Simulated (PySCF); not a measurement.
AlH₃Se₃, SMILES [SeH][Al]([SeH])[SeH].

Coordinates come from a B3LYP-D3(BJ)/def2-SVP optimisation. The values are those of a single conformer.

The numbers are results of TDA-ωB97X/def2-SVPD (PySCF), not measurements.

Vertical excitations. Isolated molecule, no solvent.

Computed UV-visible absorptions:
```csv
state,energy (eV),λ (nm),f,main pairs
S1,5.33,233,0.001,"HOMO−1→LUMO+2 57 %, HOMO−1→LUMO 14 %"
S2,5.39,230,0.002,"HOMO→LUMO+2 51 %, HOMO→LUMO+1 8 %, HOMO→LUMO 8 %"
S3,5.57,223,0.004,HOMO→LUMO 65 %
S4,5.60,221,0.000,HOMO−1→LUMO 57 %
S5,5.73,216,0.013,"HOMO−2→LUMO+2 30 %, HOMO→LUMO+1 13 %, HOMO−1→LUMO+1 9 %, HOMO−1→LUMO+3 7 %"
S6,5.91,210,0.072,"HOMO−1→LUMO+1 35 %, HOMO→LUMO+1 30 %, HOMO→LUMO+2 8 %, HOMO−1→LUMO+2 8 %"
S7,5.94,209,0.069,"HOMO→LUMO+1 30 %, HOMO−1→LUMO+1 27 %, HOMO−2→LUMO+2 8 %"
S8,6.33,196,0.203,HOMO−2→LUMO 62 %
S9,6.67,186,0.000,"HOMO−3→LUMO+1 54 %, HOMO−2→LUMO+1 29 %"
S10,6.76,183,0.005,"HOMO−2→LUMO+1 34 %, HOMO−3→LUMO+1 30 %, HOMO−4→LUMO+1 18 %"
T1,5.01,248,0,"HOMO−1→LUMO+2 49 %, HOMO→LUMO+2 14 %"
T2,5.04,246,0,"HOMO→LUMO+2 37 %, HOMO→LUMO+1 16 %, HOMO−1→LUMO+2 6 %"
T3,5.23,237,0,"HOMO→LUMO+1 31 %, HOMO−1→LUMO+1 17 %, HOMO−2→LUMO+2 10 %, HOMO−1→LUMO+3 9 %"
T4,5.26,236,0,"HOMO−1→LUMO 36 %, HOMO→LUMO+1 26 %, HOMO→LUMO 6 %"
```
Triplets are in the Tamm–Dancoff approximation.
